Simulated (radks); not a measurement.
Results of a calculation; reference values are marked as such.
Ionisation of K2+, [Ne] 3s2 3p5, to K3+, [Ne] 3s2 3p4, under several functionals. Dirac Kohn-Sham, spin-unpolarised, spherical densities, finite nucleus; open shells fill j = l - 1/2 first; a radial shooting solver on a logarithmic mesh with Libxc functionals. The NIST Atomic Spectra Database gives 45.803 eV (semi-empirical). Rank these functionals by the error of their Delta-SCF ionisation energy: XLYP; revPBE; exchange-only LDA; SOGGA; LDA (Slater exchange, Perdew-Wang correlation); HCTH/407; BP86.

Answer. From best to worst: exchange-only LDA 45.221 eV (-0.582); SOGGA 46.611 eV (+0.808); XLYP 46.664 eV (+0.860); revPBE 46.756 eV (+0.953); LDA (Slater exchange, Perdew-Wang correlation) 46.835 eV (+1.032); BP86 46.855 eV (+1.052); HCTH/407 47.297 eV (+1.494). Spin polarisation and multiplet splitting are left out, so open shells lie too high by an amount that depends on their filling.

Beside tabulated values, note that spin-unpolarised runs miss the spin-polarisation part of the exchange energy of open shells.
